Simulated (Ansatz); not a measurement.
(I2In-mu-Cl)2 (In₂I₄Cl₂). The state is a triplet with charge 0. Geometry PBE-D4/def2-SVP, that of the neutral singlet.

| atom | x (Å) | y (Å) | z (Å) |
| --- | --- | --- | --- |
| In1 | 1.5061 | -1.0184 | 0.3912 |
| I2 | 1.1320 | -3.6641 | 0.4650 |
| I3 | 3.7676 | 0.3445 | 0.8077 |
| Cl4 | -0.3774 | 0.1079 | 1.7331 |
| In5 | -1.5059 | 1.0190 | -0.3919 |
| I6 | -3.7643 | -0.3525 | -0.7962 |
| I7 | -1.1392 | 3.6655 | -0.4755 |
| Cl8 | 0.3812 | -0.1020 | -1.7334 |

In the def2 sets I, In take a core potential; there is no spin–orbit coupling. At PBE-D4/def2-SVP an occupied level of the charge 0 triplet lies above an empty one (by up to 0.02 eV), so this SCF solution is probably not the lowest. At PBE-D4/def2-SVP, r2SCAN-D4/def2-SVP the gap within one spin of the charge 0 triplet nearly closes, so an electron or hole may be smeared out by delocalisation error. At PBE0-D4/def2-SVP a singlet of charge 0 lies 3.42 eV below the triplet at the same geometry.

(1) Estimate the α-spin orbital energies around the gap (eV) in Ansatz with PBE-D4/def2-SVP, r2SCAN-D4/def2-SVP, PBE0-D4/def2-SVP.

Results:

(1) 
```
orbital  PBE-D4/def2-SVP  r2SCAN-D4/def2-SVP  PBE0-D4/def2-SVP
 HOMO−5            -7.20               -7.63             -8.62
 HOMO−4            -7.18               -7.57             -7.93
 HOMO−3            -7.04               -7.43             -7.90
 HOMO−2            -6.99               -7.38             -7.77
 HOMO−1            -6.95               -7.35             -7.72
   HOMO            -3.90               -3.98             -4.72
   LUMO            -3.64               -3.70             -2.86
 LUMO+1            -1.87               -1.75             -1.26
 LUMO+2            -0.77               -0.62             -0.31
 LUMO+3            -0.72               -0.54              0.07
 LUMO+4            -0.65               -0.51              0.13
 LUMO+5             0.01                0.25              0.60
 β HOMO            -6.83               -7.16             -7.71
 β LUMO            -6.85               -7.15             -6.83
```
